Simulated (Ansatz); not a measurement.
A nudged elastic band was laid between two geometries of GeH3O (5 atoms, charge 1, multiplicity 1).

These are results of Ansatz 0.2.0, RKS PBE-D4/def2-SVP, not measurements.

```json
{
 "movable images": "7",
 "climbing image": "yes",
 "spring": "5.0 eV/Å²",
 "optimiser": "quadratic models (default)",
 "start path": "through a guess of the saddle point",
 "force threshold": "0.05 eV/Å",
 "iteration limit": "60",
 "end points": "relaxed"
}
```

Initial state:

```xyz
5
Properties=species:S:1:pos:R:3
O 0.837 -0.543 0.672
Ge -0.240 0.414 -0.275
H 0.621 -1.487 0.844
H -1.522 -0.225 -0.840
H 0.304 1.841 -0.402
```

Final state:

```xyz
5
Properties=species:S:1:pos:R:3
O 0.563 0.131 0.293
Ge -1.037 0.704 -0.845
H 0.726 -0.760 0.678
H -1.549 -0.808 -0.671
H 1.297 0.733 0.545
```

Question: What changes between the two ends?

Answer: Bonds broken: Ge2–H5. Bonds formed: O1–H5.

Question: Give the energies along the band, and the barrier.

Answer: The run converged. The highest image is number 4 of 0 to 8, 190.8 kJ/mol above the first end and 231.3 kJ/mol above the last; the last end lies 40.6 kJ/mol below the first. A vibrational analysis at the climbing image gives 2 clearly imaginary modes (1387i, 106i cm⁻¹): a point of higher order, so a lower path passes nearby. The orbitals stay closed-shell, which can raise the energy where a bond breaks towards radicals; this wasn't checked here. Limits of this set-up: the dipole of an ion depends on the origin.

```
image  path coordinate (Å)  energy (kJ/mol)  Ge2–H5 (Å)  O1–H5 (Å)
    0                 0.00              0.0        1.53       2.67
    1                 0.35             13.9        1.53       2.40
    2                 0.71             61.4        1.53       2.09
    3                 1.06            139.2        1.57       1.77
    4                 1.42            190.8        1.67       1.44
    5                 1.78            109.7        1.88       1.11
    6                 2.14              3.3        2.24       0.99
    7                 2.50            -32.1        2.56       0.98
    8                 2.86            -40.6        2.72       0.98
```

Question: What is the geometry of the highest image?

Answer: 
```xyz
5
Properties=species:S:1:pos:R:3:forces:R:3
O 0.646 -0.282 0.476 -0.02 -0.01 -0.01
Ge -0.597 0.585 -0.543 0.01 0.01 0.00
H 0.942 -1.118 0.919 0.01 0.00 0.00
H -1.825 -0.294 -0.999 0.00 -0.01 0.00
H 0.834 1.108 0.148 0.00 0.00 0.00
```

The run took 33 s on 1 thread of AMD EPYC 7R13 Processor (Zen 3) (shared host), peak memory 0.13 GiB.
